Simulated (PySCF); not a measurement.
CaC⁻: frontier orbitals

UHF at R = 2.378 Å; Ca def2-SVPD, C def2-SVPD; no relativity (PySCF 2.14). State: ⁴Σ⁻ (quartet), unpaired electrons σ ↑, π ↑↑. Only the outer orbitals are listed, counted within each symmetry.

```tsv
spin	orbital	occ.	ε (eV)	on Ca (%)	main shells (%)
α	6σ	1	-31.91	99	99 Ca p
α	2π	1	-31.85	100	100 Ca p
α	2π	1	-31.85	100	100 Ca p
α	7σ	1	-17.52	2	98 C s
α	8σ	1	-6.26	8	91 C p
α	3π	1	-5.53	7	93 C p
α	3π	1	-5.53	7	93 C p
α	9σ	1	-0.58	100	88 Ca s, 9 Ca p
α	4π	0	4.01	99	97 Ca p
α	4π	0	4.01	99	97 Ca p
β	2π	1	-31.76	100	100 Ca p
β	2π	1	-31.76	100	100 Ca p
β	6σ	1	-31.62	100	100 Ca p
β	7σ	1	-8.80	4	94 C s
β	8σ	1	-0.71	100	78 Ca s, 21 Ca p
β	3π	0	3.96	99	99 Ca p
β	3π	0	3.96	99	99 Ca p
```

Problem. Which are the highest filled and the lowest empty level, where do they sit, and how wide is the gap?

Solution. Highest filled α 9σ at -0.58 eV (in %: 88 Ca s, 9 Ca p); lowest empty β 3π at 3.96 eV (in %: 99 Ca p); the gap at UHF is 4.54 eV. An empty level above zero is unbound, and its energy depends on the basis.

```
bond order (Mayer)                                                                                                : 0.42
⟨S²⟩                                                                                                              : 3.795
charge on Ca (Mulliken, basis-dependent)                                                                          : -0.26
charge on Ca (Löwdin, basis-dependent)                                                                            : -0.41
dipole moment (positive dipole points towards C; it is taken about the centre of mass and depends on that origin) : 2.96 D
polarisability along the bond                                                                                     : 268.8 bohr³
polarisability across the bond                                                                                    : 353.7 bohr³
```

The state is the lowest determinant that a PBE0 search found; another state may lie lower at other levels.
